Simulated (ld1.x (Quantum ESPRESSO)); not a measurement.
Varying the TM potential for Br

Base potential:

* Element: bromine
* Generator: ld1.x (Quantum ESPRESSO) 7.5
* Type: norm-conserving Troullier–Martins (Kleinman–Bylander form)
* Functional: LDA (PZ)
* Relativity: scalar-relativistic
* Frozen core: [Ar]
* Valence charge: 17
* Reference configuration: 3d10 4s2 4p5
* Partial waves: 4s (bound): rc 1.45 bohr; 4p (bound): rc 1.25 bohr; 3d (bound): rc 1.10 bohr
* Local potential: all-electron potential smoothed inside 1.10 bohr (lloc = -1)
* Core correction: Bessel-smoothed model core, default radius (core density twice the valence density)

All-electron outer shells of the reference configuration (LDA (PZ), scalar-relativistic, ld1.x):

| shell | level (eV) | outermost node (bohr) | outermost maximum (bohr) |
| --- | --- | --- | --- |
| 3s | -237.20 | 0.23 | 0.48 |
| 3p | -173.21 | 0.21 | 0.48 |
| 3d | -67.00 | – | 0.43 |
| 4s | -20.32 | 0.67 | 1.41 |
| 4p | -8.01 | 0.70 | 1.66 |

Cutoffs, loose and tight: the cutoffs (Ry, on a coarse ladder) from which the occupation-weighted sum of valence levels, in a spherical-Bessel basis at the reference potential, stays within 10 and 1 mRy of its value at 400 Ry. They do not see the model core or the augmentation charge, which bear on the density cutoff. Test errors are all-electron minus pseudo excitation energies from the reference, over the configurations 3d10 4s2 4p4; 3d10 4s2 4p3; 3d10 4s2 4p2; 3d10 4s2 4p5.3; 3d9 4s2 4p5; 3d9 4s2 4p6; 3d10 4s1 4p6 (two spin-polarised tests are not counted in the largest error). A dash means not determined; rows that change the core or the reference have their own tests. The largest error is taken over the tests solved by every variant that gives reliable tests at all: 3d10 4s1 4p6; 3d10 4s2 4p2; 3d10 4s2 4p3; 3d10 4s2 4p4; 3d10 4s2 4p5.3.

A true bound ghost makes a file unfit for plane-wave use even where its test errors are small: the radial tests pick states by their node count and pass the ghost by. Where a test does run into it, the solver fails or the error is huge.

```tsv
change	outcome	cutoff, loose	cutoff, tight	bound ghosts	largest test error (meV)
base	generated	260 Ry	over 300 Ry	s	+36
local potential all-electron potential smoothed inside 0.60 bohr (lloc = -1)	generated	260 Ry	over 300 Ry	s, p	+9.7
functional PW91	generated	260 Ry	over 300 Ry	s	+42
wave 4s (bound): rc 1.45 bohr becomes 4s (bound): rc 1.76 bohr	generated	260 Ry	over 300 Ry	s	+32
reference 3d10 4s1.5 4p5.5	generated	260 Ry	over 300 Ry	s	+29 over the solved tests; 1 of 9 tests not solved or not reliable
wave 3d (bound): rc 1.10 bohr becomes 3d (bound): rc 1.38 bohr	generated	230 Ry	300 Ry	s	+35
local potential all-electron potential smoothed inside 1.00 bohr (lloc = -2)	generated	260 Ry	over 300 Ry	none	+81
```

What comes out with this change to the base: all radii but the core radius scaled by about 1.42 (s 2.06, p 1.78, d 1.56 bohr); local potential all-electron potential smoothed inside 1.56 bohr (lloc = -1)?

outcome: generated; cutoff, loose: 200 Ry; cutoff, tight: 260 Ry; bound ghosts: none; largest test error (meV): +83.
